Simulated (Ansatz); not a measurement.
A made-up structure of B$_{2}$H$_{2}$OF, doublet:

```
6
angstrom
B -0.4351 0.7881 -1.5076
O -0.1208 0.1324 -0.2943
B 0.2358 -0.5180 1.0127
F 1.5674 -0.2423 1.5954
H -0.6258 1.1660 -2.4420
H -0.6215 -1.3263 1.6357
```

It is relaxed with PBE-D4/def2-SVP and then PBE0-D4/def2-TZVP (Ansatz 0.2.0). Atoms count as bonded within 1.22 times the sum of their covalent radii (H–H: 0.88 Å). The end point is not checked to be a true minimum.

Does its bonding change? (A judgement: the text doesn't fix the answer.)

Computed: No: no bond forms or breaks.

Where it ends: The first stage lowers the energy by 2.27 eV in 10 steps. It ends as B₂H₂OF ([BH][O][BH][F]):
```
6
angstrom
B -0.5261 1.0179 -1.1512
O -0.1124 0.1666 -0.2375
B 0.2174 -0.4776 0.8945
F 1.4281 -0.2956 1.3912
H -0.4560 0.8000 -2.3296
H -0.5510 -1.2113 1.4326
```

Labels in which every atom is bracketed show which atoms are joined, not bond orders.

For scale, one of the runs: PBE0-D4/def2-TZVP relaxation, 136 basis functions, launched by `ansatz run in.yaml --threads 2 --pin off --events-out ev --progress --plain --max-ram 4352MiB`. The run took about 29 s on 2 CPU threads of an Arm Neoverse V1 (shared host).
